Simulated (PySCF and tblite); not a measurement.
Results of a calculation; reference values are marked as such.
Stationary points of C5H6S2 at GFN2-xTB, in Å:

Structure A

```
 1 C     2.379   -0.615   -0.165
 2 S     1.474    0.730   -0.986
 3 C    -0.101    0.443   -0.325
 4 C    -0.649   -0.450    0.539
 5 C    -2.035    0.149    0.436
 6 C    -1.369    1.131   -0.529
 7 S    -1.884    2.390   -1.387
 8 H     2.328   -0.481    0.911
 9 H     3.408   -0.547   -0.502
10 H     1.951   -1.569   -0.457
11 H    -0.274   -1.280    1.104
12 H    -2.432    0.603    1.344
13 H    -2.798   -0.484   -0.018
```

Structure B

```
 1 C     2.426    0.175   -0.319
 2 S     1.353   -1.275   -0.539
 3 C    -0.200   -0.614   -0.133
 4 C    -1.445   -1.157   -0.090
 5 C    -2.106    0.129    0.348
 6 C    -0.688    0.695    0.285
 7 S    -0.080    2.159    0.578
 8 H     2.120    0.964   -0.998
 9 H     3.431   -0.158   -0.558
10 H     2.376    0.513    0.711
11 H    -1.836   -2.135   -0.288
12 H    -2.550    0.128    1.344
13 H    -2.805    0.576   -0.359
```

Structure C

```
 1 C     2.405   -0.232   -0.054
 2 S     1.270   -0.327   -1.478
 3 C    -0.238   -0.113   -0.588
 4 C    -1.038   -0.942    0.115
 5 C    -2.023    0.147    0.475
 6 C    -1.083    1.050   -0.332
 7 S    -1.059    2.617   -0.686
 8 H     2.302    0.737    0.424
 9 H     3.406   -0.346   -0.457
10 H     2.186   -1.035    0.643
11 H    -1.009   -1.989    0.352
12 H    -2.098    0.395    1.533
13 H    -3.021    0.039    0.053
```

Geometries: GFN2-xTB; energies: PBE0/pcSseg-1 + D3(BJ); zero-point and thermal terms from GFN2-xTB harmonic modes (soft modes blended into free rotors).

Which structure is a saddle point, and along which motion?

C: one imaginary mode (79i cm⁻¹ at GFN2-xTB, mostly on C1, S2, C4), along the rotation about the C3–S2 bond (torsion C4–C3–S2–C1 from -180° to 0°, rising).

Give their symmetry and energies above the lowest.

A Cs, 0.0 kcal/mol; B Cs, 1.2 kcal/mol; C C1, 3.9 kcal/mol.
